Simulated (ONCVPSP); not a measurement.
**What one change does to a pseudopotential (boron, ONCV)**

```
Element                 : B
Generator               : ONCVPSP 4.0.1
Type                    : optimised norm-conserving Vanderbilt (ONCV)
Functional              : PBE
Relativity              : non-relativistic
Frozen core             : [He]
Valence charge          : 3
Reference configuration : 2s2 2p1
Partial waves           : 2s: rc 1.50 bohr, ncon 4, nbas 8, qcut 3.8 1/bohr, 1 projector; 2p: rc 2.15 bohr, ncon 4, nbas 9, qcut 6.8 1/bohr, 1 projector; d scattering state at 0.17 Ha: rc 2.10 bohr, ncon 4, nbas 9, qcut 4.8 1/bohr, 2 projectors, debl 3.3 Ha
Local potential         : polynomial inside 1.30 bohr (lpopt 2, dvloc0 0 Ha)
Core correction         : polynomial model core, fcfact 0.5
```

Change: s: qcut 4.4; p: qcut 7.9; d: qcut 5.6.

Cutoffs: the cutoffs (Ha) at which the residual kinetic energy of the hardest occupied pseudo-wave falls to 1 and 0.1 mHa per electron; they do not see the model core or the augmentation charge, which bear on the density cutoff. Errors are all-electron minus pseudo energies relative to the spin-unpolarised reference configuration.

Problem. How do hardness, ghosts and transferability respond?

Solution. The potential gets softer (18 Ha and 69 Ha → 13 Ha and 60 Ha); of the 4 tests that both files solve, the error grows in 1 and shrinks in 2 by more than 15 % and 0.3 meV (median size 17.3 → 15.6 meV); neither file shows a bound ghost.

```csv
quantity,base,changed
"cutoff, loose",18 Ha,13 Ha
"cutoff, tight",69 Ha,60 Ha
loose cutoff by channel,"s 18 Ha, p 12 Ha","s 9.8 Ha, p 13 Ha"
bound ghosts,none,none
GHOST(+) flags under 300 eV,none,none
"error for 2s2 2p0, meV [ΔE 8.22 eV]",+28,+22
"error for 2s1 2p0, meV [ΔE 33.64 eV]",+82,+70
"error for 2s2 2p0.5, meV [ΔE 2.89 eV]",+3.7,+2.8
"error for 2s0 2p3, meV [ΔE 11.71 eV]",+6.2,+9.5
s: phases at 1.52 bohr within 0.05 rad from the reference energy up to (Ha; the scan ends near 5),2.1,2.2
p: phases at 2.18 bohr within 0.05 rad from the reference energy up to (Ha; the scan ends near 5),1.1,1.2
d: phases at 2.13 bohr within 0.05 rad from the reference energy up to (Ha; the scan ends near 5),to the end of the scan,to the end of the scan
"rms error of d²Exc/dni dnj with the model core, mHa",1.43,1.29
```
